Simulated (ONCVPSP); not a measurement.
# Pseudopotential generation for indium (In): ONCV, PBE, fully relativistic.

ONCVPSP 4.0.1 input, shortened (lines: element, Z, core and valence counts, functional; n l f; lmax; l rc ep ncon nbas qcut; lloc lpopt rc5 dvloc0; l nproj debl; icmod fcfact rcfact), PBE, fully relativistic:

```
  In 49.00    6    5        4      upf
    1    0    2.00
    2    0    2.00
    2    1    6.00
    3    0    2.00
    3    1    6.00
    3    2   10.00
    4    0    2.00
    4    1    6.00
    4    2   10.00
    5    0    2.00
    5    1    1.00
    2
    0    1.20    0.00    4    7    9.40
    1    1.40    0.00    4    8   11.90
    2    1.45    0.00    4    9   11.40
    4    3    0.95    4.00
    0    2    2.80
    1    2    2.00
    2    3    1.90
    0    0.00    0.00
```

Open shells are filled in proportion to 2j + 1.

All-electron outer shells of the reference configuration (PBE, scalar-relativistic, ld1.x):

| shell | level (eV) | outermost node (bohr) | outermost maximum (bohr) |
| --- | --- | --- | --- |
| 3p | -649.14 | 0.14 | 0.31 |
| 3d | -432.71 | – | 0.26 |
| 4s | -119.66 | 0.41 | 0.77 |
| 4p | -78.13 | 0.42 | 0.82 |
| 4d | -18.62 | 0.40 | 0.94 |
| 5s | -8.21 | 1.02 | 2.16 |
| 5p | -2.52 | 1.14 | 2.85 |

Results:

```
Cutoffs needed      : 41 Ha and 48 Ha (the cutoffs (Ha) at which the residual kinetic energy of the hardest occupied pseudo-wave falls to 1 and 0.1 mHa per electron)
Ghost test          : no bound ghost flagged; GHOST(+) flagged for s at 471.2 eV
Configuration tests : 1 of 4 tests not solved or not reliable
```

Generation and tests took about 5.6 s on one core of a shared server CPU.
